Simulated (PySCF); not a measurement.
A calculated (UHF, PySCF 2.14, aug-cc-pVDZ-DK, scalar relativity by spin-free X2C-1e) atom or ion has these occupied shells.

| shell | electrons | orbital energy (eV) | rms radius, mean of both spins (bohr) |
| --- | --- | --- | --- |
| 1s α | 1 | -608.20 | 0.230 |
| 1s β | 1 | -605.34 | 0.230 |
| 2s α | 1 | -72.848 | 1.14 |
| 2s β | 1 | -62.451 | 1.14 |
| 2p α | 2 | -55.715 | 1.10 |

(1) Name the element and its charge.

Answers

(1) O²⁺ (oxygen, charge +2), in [He] 2s2 2p2, high-spin 3P determinant.
